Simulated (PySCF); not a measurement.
Compound: 2-chloro-4-fluorotoluene, C7H6ClF.
Atom-mapped SMILES: `[CH3:1][c:2]1[cH:3][cH:4][c:5]([F:6])[cH:7][c:8]1[Cl:9]` (hydrogens: H10, H11, H12 on C1; H13 on C3; H14 on C4; H15 on C7)

Vertical excitations from PySCF (density fitting, frozen core in the response, grid level 2 and gas phase unless stated; continuum runs use non-equilibrium linear response for the excitations) on a GFN2-xTB geometry. Reference run:

```tsv
settings	S1, eV (f)	S2, eV (f)	S3, eV (f)	S4, eV (f)	S5, eV (f)	S6, eV (f)	T1, eV (Tamm–Dancoff)	mean α (au)
PBE0/def2-SVPD, full TDDFT, 6 singlets	5.21 (0.029)	5.92 (0.039)	6.40 (0.001)	6.66 (0.417)	6.84 (0.007)	6.85 (0.580)	3.99	93.7
```

What do these settings give: B3LYP/def2-SVPD, start guess atom, energy threshold 1e-07 Eh, full TDDFT, 25 singlets?

```json
{"settings": "B3LYP/def2-SVPD, start guess atom, energy threshold 1e-07 Eh, full TDDFT, 25 singlets", "S1, eV (f)": "5.11 (0.027)", "S2, eV (f)": "5.81 (0.039)", "S3, eV (f)": "6.21 (0.001)", "S4, eV (f)": "6.53 (0.385)", "S5, eV (f)": "6.55 (0.007)", "S6, eV (f)": "6.67 (0.000)", "T1, eV (Tamm–Dancoff)": "–", "mean α (au)": "94.6"}
```

S1 moves by -0.10 eV (B3LYP has 20 % exact exchange, PBE0 25 % exact exchange). States are counted by energy in each run and needn't keep their character from row to row.

Which orbital pairs make up S1 in each run, and how does it sit against the orbital gap?

| settings | S1 configurations (weight) | S1 (eV) | orbital gap (eV) | S1 − gap (eV) |
| --- | --- | --- | --- | --- |
| PBE0/def2-SVPD, full TDDFT, 6 singlets | H→L 0.68, H−1→L+1 0.22 | 5.21 | 6.33 | -1.12 |
| B3LYP/def2-SVPD, start guess atom, energy threshold 1e-07 Eh, full TDDFT, 25 singlets | H→L 0.67, H−1→L+1 0.22 | 5.11 | 5.93 | -0.82 |

